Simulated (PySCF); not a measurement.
PySCF input (M06-2X/def2-TZVPD):

```python
from pyscf import gto, scf, dft

mol = gto.M(
    atom='''
    Si   -0.95498657   -0.70182475   -0.74032531
    N     0.55188036   -0.01816519    0.15042733
    C     0.94897049    1.33214238   -0.37816308
    H     1.13945808    1.25966088   -1.44629239
    H     0.13619169    2.03062229   -0.19231380
    H     1.84621353    1.66839094    0.13671936
    C     0.35518307    0.01050901    1.64069807
    H    -0.47015645    0.68103168    1.86925344
    H     0.12762793   -0.99243886    1.99390274
    H     1.26440883    0.37342833    2.11483959
    H    -0.55049032   -0.71466296   -2.15187404
    H    -1.99953801    0.27507066   -0.40803101
    H    -1.14146779   -2.03004203   -0.14256664
    H     1.32948061   -0.65426644   -0.03728414
    ''',
    basis='def2-tzvpd',
    charge=1,
    spin=0,
    verbose=4,
)

mf = dft.RKS(mol, xc='m062x').density_fit(auxbasis='def2-universal-jkfit')
mf.grids.level = 4
mf.conv_tol = 1e-9
mf.max_cycle = 100
mf.max_memory = 1500
mf.kernel()
if not mf.converged:
    mf = mf.newton()
    mf.kernel(mf.make_rdm1())
mf.analyze()
```

End of the output:

```
Extra cycle  E= -426.202238541676  delta_E= -2.32e-11  |g|= 5.19e-06  |ddm|= 2.93e-05
converged SCF energy = -426.202238541676
**** SCF Summaries ****
Total Energy =                        -426.202238541676365
Nuclear Repulsion Energy =             188.019371328461460
One-electron Energy =                 -948.294571058737461
Two-electron Energy =                  334.072961188599606
Two-electron Coulomb Energy =          376.184071504092572
DFT Exchange-Correlation Energy =      -42.111110315492951
HOMO-LUMO gap [eV] =                    11.784456467827450
**** MO energy ****
MO #1   energy= -67.2157860089872  occ= 2
MO #2   energy= -15.0287402252336  occ= 2
MO #3   energy= -10.7658296104703  occ= 2
MO #4   energy= -10.7658198077649  occ= 2
MO #5   energy= -5.7562308757246   occ= 2
MO #6   energy= -4.06825827935339  occ= 2
MO #7   energy= -4.0652171678298   occ= 2
MO #8   energy= -4.06519555890112  occ= 2
MO #9   energy= -1.27221485038101  occ= 2
MO #10  energy= -1.01516363779614  occ= 2
MO #11  energy= -0.956796292120309 occ= 2
MO #12  energy= -0.847149780508666 occ= 2
MO #13  energy= -0.793112289009436 occ= 2
MO #14  energy= -0.734750975661139 occ= 2
MO #15  energy= -0.722665518599266 occ= 2
MO #16  energy= -0.669659899666263 occ= 2
MO #17  energy= -0.656148104944264 occ= 2
MO #18  energy= -0.644449258896157 occ= 2
MO #19  energy= -0.613846366725184 occ= 2
MO #20  energy= -0.599462464513079 occ= 2
MO #21  energy= -0.597510741583515 occ= 2
MO #22  energy= -0.164439950585731 occ= 0
MO #23  energy= -0.123733830605629 occ= 0
MO #24  energy= -0.115181836256817 occ= 0
MO #25  energy= -0.105706733065332 occ= 0
MO #26  energy= -0.103895431011397 occ= 0
MO #27  energy= -0.0957856037849061 occ= 0
MO #28  energy= -0.0890197487020839 occ= 0
MO #29  energy= -0.070530266199085 occ= 0
MO #30  energy= -0.0542123698383803 occ= 0
MO #31  energy= -0.0534223408890979 occ= 0
MO #32  energy= -0.0493280425168674 occ= 0
MO #33  energy= -0.0401861246625094 occ= 0
MO #34  energy= -0.0342345079783615 occ= 0
MO #35  energy= -0.0170517070523448 occ= 0
MO #36  energy= -0.0133417107456948 occ= 0
MO #37  energy= -0.0110949519826798 occ= 0
MO #38  energy= -0.00751436184571108 occ= 0
MO #39  energy= 0.00695570693328135 occ= 0
MO #40  energy= 0.0109055682465089 occ= 0
MO #41  energy= 0.0326280505079884 occ= 0
MO #42  energy= 0.0341228564930451 occ= 0
MO #43  energy= 0.0410293027193852 occ= 0
MO #44  energy= 0.0511353667359018 occ= 0
MO #45  energy= 0.0511872178007662 occ= 0
MO #46  energy= 0.0632161970458819 occ= 0
MO #47  energy= 0.0741069328767688 occ= 0
MO #48  energy= 0.0752288188979724 occ= 0
MO #49  energy= 0.0924556078132937 occ= 0
MO #50  energy= 0.0991812098947392 occ= 0
MO #51  energy= 0.100022449124007  occ= 0
MO #52  energy= 0.107497246276025  occ= 0
MO #53  energy= 0.113915969424288  occ= 0
MO #54  energy= 0.118439396933696  occ= 0
MO #55  energy= 0.120778058902051  occ= 0
MO #56  energy= 0.135329500681529  occ= 0
MO #57  energy= 0.138146904001278  occ= 0
MO #58  energy= 0.139328647527378  occ= 0
MO #59  energy= 0.146971314403162  occ= 0
MO #60  energy= 0.156453582877791  occ= 0
MO #61  energy= 0.156624534328776  occ= 0
MO #62  energy= 0.162682266956774  occ= 0
MO #63  energy= 0.177831211397465  occ= 0
MO #64  energy= 0.178405620232209  occ= 0
MO #65  energy= 0.205606033179603  occ= 0
MO #66  energy= 0.214838749980797  occ= 0
MO #67  energy= 0.214964486882324  occ= 0
MO #68  energy= 0.217278455432199  occ= 0
MO #69  energy= 0.229986885567152  occ= 0
MO #70  energy= 0.234888548393994  occ= 0
MO #71  energy= 0.244054100544606  occ= 0
MO #72  energy= 0.254052357007572  occ= 0
MO #73  energy= 0.255221265723622  occ= 0
MO #74  energy= 0.261039515945155  occ= 0
MO #75  energy= 0.261245965527746  occ= 0
MO #76  energy= 0.266315649236137  occ= 0
MO #77  energy= 0.272256638948339  occ= 0
MO #78  energy= 0.286156643055184  occ= 0
MO #79  energy= 0.303336698204233  occ= 0
MO #80  energy= 0.31001711266525   occ= 0
MO #81  energy= 0.318278488316945  occ= 0
MO #82  energy= 0.319951030858374  occ= 0
MO #83  energy= 0.333388731274316  occ= 0
MO #84  energy= 0.336467923802572  occ= 0
MO #85  energy= 0.345310395375876  occ= 0
MO #86  energy= 0.346086806773355  occ= 0
MO #87  energy= 0.370720586470007  occ= 0
MO #88  energy= 0.370758282936226  occ= 0
MO #89  energy= 0.375044609215486  occ= 0
MO #90  energy= 0.388951865667846  occ= 0
MO #91  energy= 0.390548456149912  occ= 0
MO #92  energy= 0.405192316032745  occ= 0
MO #93  energy= 0.430972948832072  occ= 0
MO #94  energy= 0.432132085544354  occ= 0
MO #95  energy= 0.437338754041168  occ= 0
MO #96  energy= 0.460046222526146  occ= 0
MO #97  energy= 0.469193761691296  occ= 0
MO #98  energy= 0.486482677441146  occ= 0
MO #99  energy= 0.494362283496906  occ= 0
MO #100 energy= 0.504398568834857  occ= 0
MO #101 energy= 0.511356192438594  occ= 0
MO #102 energy= 0.53808682125776   occ= 0
MO #103 energy= 0.54396334037848   occ= 0
MO #104 energy= 0.556415340097388  occ= 0
MO #105 energy= 0.564198438001345  occ= 0
MO #106 energy= 0.575824559549313  occ= 0
MO #107 energy= 0.583041880374177  occ= 0
[...]
```

It need not be the lowest isomer of its formula.
